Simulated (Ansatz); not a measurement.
The pair A = H2S (SMILES S) (first 3 atoms), B = CH3I (SMILES CI); geometry from B3LYP-D3(BJ)/def2-TZVP.
(charge 0, multiplicity 1):
```xyz
8

S     -0.144    -0.466    -0.681
H     -0.549    -1.740    -0.806
H     -0.899    -0.276     0.416
C      1.135    -1.194     2.941
I     -0.935    -0.806     3.412
H      1.357    -2.199     3.279
H      1.236    -1.097     1.865
H      1.727    -0.456     3.470
```

Frozen-core correlation. Filled d and f shells under p-block atoms count as core.

Programs: Ansatz (Gaussian orbitals).  In def2 rows elements past Kr take small-core potentials, without spin–orbit coupling.

Total energies (hartree), monomers frozen at their geometry in the pair:

```tsv
structure	HF/def2-TZVPPD	MP2/def2-SVPD	MP2/def2-TZVPPD
AB	-734.9978366	-735.2323039	-735.5201531
A in the pair's basis	-398.7084956	-398.7301139	-398.9012614
B in the pair's basis	-336.2901198	-336.4992673	-336.6152982
A	-398.7084062	-398.7286098	-398.9008201
B	-336.2901036	-336.4981143	-336.6148398
```

### Question
Work out the interaction energy without and with the counterpoise correction, and the superposition error, for each level.

### Answer

E(AB) − E(A) − E(B), times 627.509 kcal/mol, with the monomers in their own basis and then in the pair's basis:
- HF/def2-TZVPPD: 0.42 uncorrected, 0.49 corrected; the monomers gain 0.07 kcal/mol from borrowed functions
- MP2/def2-SVPD: -3.50 uncorrected, -1.83 corrected; the monomers gain 1.67 kcal/mol from borrowed functions
- MP2/def2-TZVPPD: -2.82 uncorrected, -2.25 corrected; the monomers gain 0.56 kcal/mol from borrowed functions

Ansatz is an electronic-structure program.
